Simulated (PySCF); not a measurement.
# Silicon: a sound run and one with changed settings

Sound run: Si²⁺ [Ne] 3s2, Si³⁺ [Ne] 3s1. Computed with PySCF 2.14 in aug-cc-pVDZ-DK (5s4p2d, 27 functions), with the spin-free X2C one-electron Hamiltonian (Gaussian nucleus). In the sound run the correlated levels freeze [Ne]. The sound run starts from symmetry-adapted Hartree-Fock orbitals and uses a fine grid where one is needed.

Changed run: the non-relativistic Hamiltonian (point nucleus). This setting is unsound on purpose.

| species | method | sound run (hartree) | changed run (hartree) | converged |
| --- | --- | --- | --- | --- |
| Si²⁺ | UHF | -288.59121 | -287.86622 | yes |
| Si²⁺ | M06-L | -289.06326 | -288.33843 | yes |
| Si²⁺ | PBE | -288.92543 | -288.20091 | yes |
| Si²⁺ | MP2 | -288.62001 | -287.89505 | yes |
| Si²⁺ | CCSD(T) | -288.63467 | -287.90981 | yes |
| Si³⁺ | UHF | -287.41312 | -286.69111 | yes |
| Si³⁺ | M06-L | -287.83759 | -287.11568 | yes |
| Si³⁺ | PBE | -287.69428 | -286.97299 | yes |

Ionisation energy of Si²⁺:

```
 method  sound run (eV)  changed run (eV)
    UHF          32.057            31.977
  M06-L          33.352            33.273
    PBE          33.501            33.413
    MP2          32.841            32.761
SCS-MP2          32.998            32.918
   CCSD          33.240            33.162
CCSD(T)          33.240            33.162
  CCSDT          33.240            33.162
    FCI          33.240            33.162
```

Most of the change in total energy is the relativistic energy itself. On top of that the contraction fixes the core shape for the Hamiltonian it was made with, so the changed run is not a good calculation with the other Hamiltonian either.

For comparison, NIST gives 33.493 eV between the lowest levels.
